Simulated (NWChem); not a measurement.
C2H3BFNO; SMILES OB(F)CC#N

```xyz
9

N      0.2907     2.5644     0.0000
C     -0.3495     1.5818     0.0000
C     -1.0103     0.2876     0.0000
B      0.0605    -0.9060     0.0000
O      1.3977    -0.7254     0.0000
F     -0.4075    -2.1582     0.0000
H     -1.6710     0.1852     0.8880
H     -1.6710     0.1852    -0.8880
H      1.6490     0.2197     0.0000
```
Atoms are numbered in this order, from 1.

Computed with NWChem. Geometry: optimised at PBE-D3(BJ)/def2-SVP.

Predict the results for TPSS/pcseg-2. Quantities: highest occupied level (eV); orbital gap (eV); dipole (D).

highest occupied level (eV): -8.22
orbital gap (eV): 7.28
dipole (D): 2.00
